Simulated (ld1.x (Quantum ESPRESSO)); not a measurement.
What the settings do to the PAW potential of beryllium

Base potential:

beryllium, PAW, made with ld1.x (Quantum ESPRESSO) 7.5 (PBE, fully relativistic). Core none, reference 1s2 2s2 2p0. Waves: 1s (bound): rcut 0.70, rcutus 0.80 bohr; 2s (bound): rcut 0.70, rcutus 0.80 bohr; 2p (bound, empty): rcut 2.75, rcutus 3.50 bohr; 2p channel at 2.4 Ry: rcut 2.75, rcutus 3.50 bohr; 3d channel at 0.35 Ry: rcut 2.60, rcutus 2.75 bohr. Local part: all-electron potential smoothed inside 1.65 bohr (lloc = -1). Core correction: none. Augmentation charge: PSQ, inside the norm-conserving radii.

Open shells are filled in proportion to 2j + 1 (rel_dist='average').

All-electron outer shells of the reference configuration (PBE, scalar-relativistic, ld1.x):

```tsv
shell	level (eV)	outermost node (bohr)	outermost maximum (bohr)
1s	-106.21	–	0.27
2s	-5.61	0.59	2.04
2p	-2.02	–	2.28
```

Cutoffs, loose and tight: the cutoffs (Ry, on a coarse ladder) from which the occupation-weighted sum of valence levels, in a spherical-Bessel basis at the reference potential, stays within 10 and 1 mRy of its value at 400 Ry. They do not see the model core or the augmentation charge, which bear on the density cutoff. Test errors are all-electron minus pseudo excitation energies from the reference, over the configurations 1s2 2s1 2p0; 1s2 2s0 2p0; 1s2 2s1.5 2p0; 1s1 2s2 2p0; 1s2 2s0 2p2; 1s2 2s0 2p1; 1s2 2s1 2p1. A dash means not determined; rows that change the core or the reference have their own tests. The largest error is taken over the tests solved by every variant that gives reliable tests at all: 1s2 2s0 2p1; 1s2 2s0 2p2; 1s2 2s1 2p1; 1s2 2s1.5 2p0.

Cutoffs are not given where the Bessel-basis levels miss the radial ones by over 6 mRy, ghosts where they miss by over 20 mRy; a channel whose overlap is not positive is not tested.

| change | outcome | bound ghosts | largest test error (meV) |
| --- | --- | --- | --- |
| base | generated | not determined | +14 |
| local potential all-electron potential smoothed inside 1.34 bohr (lloc = -1) | generated | not determined | +14 |
| local potential all-electron potential smoothed inside 1.60 bohr (lloc = -1) | generated | not determined | +14 |
| local potential all-electron potential smoothed inside 1.90 bohr (lloc = -1) | generated | not determined | +14 |
| local potential all-electron potential smoothed inside 2.26 bohr (lloc = -1) | generated | not determined | +13 |
| local potential all-electron potential smoothed inside 2.62 bohr (lloc = -1) | generated | not determined | 7 of 7 tests not solved or not reliable |
| local potential all-electron potential smoothed inside 2.94 bohr (lloc = -1) | generated | not determined | test run stopped at test 7 of 7 (negative rho), 6 before it not solved |
| local potential all-electron potential smoothed inside 3.20 bohr (lloc = -1) | generated | not determined | test run stopped at test 7 of 7 (negative rho), 6 before it not solved |
| local potential all-electron potential smoothed inside 3.46 bohr (lloc = -1) | generated | not determined | 7 of 7 tests not solved or not reliable |
| local potential all-electron potential smoothed inside 3.76 bohr (lloc = -1) | generated | not determined | 7 of 7 tests not solved or not reliable |
| local potential all-electron potential smoothed inside 4.04 bohr (lloc = -1) | generated | not determined | test run stopped at test 5 of 7 (negative rho), 4 before it not solved |
